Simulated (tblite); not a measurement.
C5H5ClFO2 (doublet state).
Geometry (GFN2-xTB, Å), atoms numbered from 1 in this order:
```
atom  x, y, z in Å
O1    -0.076    0.169   -1.224
C2    -0.343   -0.058   -0.031
C3     0.638   -0.036    0.998
O4     1.932    0.220    0.844
C5     2.456    0.506   -0.422
F6     3.778    0.715   -0.228
C7    -1.706   -0.372    0.429
C8    -2.709   -0.422   -0.447
Cl9   -4.317   -0.777   -0.019
H10    0.390   -0.235    2.030
H11    2.339   -0.339   -1.115
H12    2.022    1.419   -0.851
H13   -1.859   -0.557    1.481
H14   -2.544   -0.235   -1.498
```

Calculated harmonic vibrations of the isolated species, GFN2-xTB (tblite), most abundant isotopes, no scaling. Errors from tens to a few hundred cm⁻¹ against measured bands are possible. One conformer, not necessarily the lowest. Open shells enter through the occupations alone, without spin polarisation, and single modes of such species can be off by tens of per cent.

Harmonic wavenumbers (cm⁻¹): 35.6, 88.4, 97.9, 121.1, 173.2, 191.7, 270.1, 279.1, 309.1, 374.2, 530.0, 585.9, 660.3, 751.2, 752.1, 833.3, 958.7, 967.4, 1008.6, 1022.3, 1080.7, 1098.3, 1184.9, 1186.8, 1228.5, 1270.2, 1301.0, 1409.2, 1422.1, 1555.2, 1600.6, 2904.7, 2919.2, 3065.0, 3088.3, 3101.2.

A = 7378, B = 417.0, C = 395.7 MHz; mass 150.996 u (most abundant isotopes); point group Cs, symmetry number 1; spin multiplicity 2.

Q: Zero-point energy?

A: Half the sum of the wavenumbers: 19713 cm⁻¹ = 56.36 kcal/mol.

Q: Entropy at 298.15 K, 1 bar (ideal gas, RRHO, classical rotation)?

A: Translation 40.97, rotation 29.96, vibration 28.80, spin (R ln 2) 1.38: S = 101.1 cal/(mol K).

Q: And Cp and H(298.15 K) − H(0)?

A: Cp = 34.72 cal/(mol K), of which vibrations give 26.77 (their classical limit is 36 R = 71.5); H(298.15 K) − H(0) = 6.73 kcal/mol without the zero-point energy, 4.36 from vibrations.

Q: What must be added to the electronic energy to get the Gibbs energy at 298.15 K and 1 bar?

A: ZPE + [H(298.15 K) − H(0)] − T·S = 56.36 + 6.73 − 30.14 = 32.95 kcal/mol.

Q: Blend soft modes into free rotors: weight 1/[1 + (100 cm⁻¹/ν̃)⁴] for the oscillator and the rest for a rotor with moment μB/(μ + B), μ = h/(8π²ν), B = 10⁻⁴⁴ kg m². What vibrational entropy results?

A: 26.32 cal/(mol K) in place of 28.80, which changes −T·S at 298.15 K by +0.74 kcal/mol.

Hindered rotation and anharmonicity are outside this model. Other conformers, if any are populated, would add a mixing term that is left out.
